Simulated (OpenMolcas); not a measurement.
# Xe4+: effect of correlating more closed shells

- Program: OpenMolcas
- Basis: ANO-RCC-VQZP [8s7p5d3f2g]
- Scalar Hamiltonian: DKH2, point nucleus
- Active space: 2 electrons in 3 orbitals (5p)
- State averaging: 2S+1 = 3 even, 3 roots; 2S+1 = 1 even, 6 roots
- Spin-orbit coupling: RASSI with atomic mean-field integrals over the reference wave functions, term energies averaged over their components

Methods on the same reference wave functions:
A. CASSCF
B. SS-CASPT2, IPEA 0.25 Eh, imaginary shift 0.1 Eh (closed shells correlated: 5s)
C. SS-CASPT2, IPEA 0.25 Eh, imaginary shift 0.1 Eh (closed shells correlated: 4d 5s)

Energies in cm-1 above 5s2 5p2 3P0, the measured ground level; measured values from Saloman, J. Phys. Chem. Ref. Data 33, 765 (2004).

```json
{"Level": "5s2 5p2 3P0", "A": "0.0", "B": "0.0", "C": "0.0", "Measured": "0.0"}
{"Level": "5s2 5p2 3P1", "A": "7571", "B": "8040", "C": "8100", "Measured": "9292"}
{"Level": "5s2 5p2 3P2 [71 %]", "A": "13075", "B": "12800", "C": "12800", "Measured": "14127"}
{"Level": "5s2 5p2 1D2 [71 %]", "A": "28130", "B": "26250", "C": "26170", "Measured": "28411"}
{"Level": "5s2 5p2 1S0", "A": "48050", "B": "42880", "C": "42400", "Measured": "44470"}
```

Deviations, from unrounded energies. A percentage is the sum of absolute deviations over the sum of measured energies, with the sign that they share, or ± where signs differ.

```
                        Against measurement  Levels      A      B      C
             mean absolute deviation (cm-1)       4   1700   1600   1700
      fine structure of the ground term (%)       2  -11.8  -11.0  -10.8
other terms of the ground configuration (%)       2   ±5.3   -5.1   -5.9
```

A, B lie about equally close to measurement and C furthest from it. The largest miss of B in the table is 5s2 5p2 1D2 [71 %], by -2200 cm-1. The ranking rests on the paired levels alone, and a cruder setting can come out closer through cancelling errors.

Between B and C the level of the table that moves most is 5s2 5p2 1S0, by 480 cm-1 (lowest in C, highest in B). Moves below CASPT2's spread within the term are not significant.

From A to B the spin-free energies of the other terms of 5s2 5p2 shown, above 3P, scale by factors of 0.76 to 0.81.

The lowest spin-free term lies below A's lowest term by 0.059 hartree in B, 0.563 hartree in C.

What an inner shell adds also hangs on whether the basis holds functions to correlate it.

CASPT2 does not keep the components of a term degenerate, so their means are used; among the terms shown or strongly mixed into the levels shown the widest spread is 94 cm-1 (5s2 5p2 1D, B). With the s shell closed, the reference lacks s² → p² mixing. Computed and measured levels are paired by configuration, term and J; levels that our copy of the source lacks, or whose pairing is in doubt (as where it misses far off the trend of its configuration), stay unpaired and out of the deviations. Only configurations of the active space appear.

A share in square brackets marks a mixed level and gives the weight of the term that names it, the lowest over the columns.
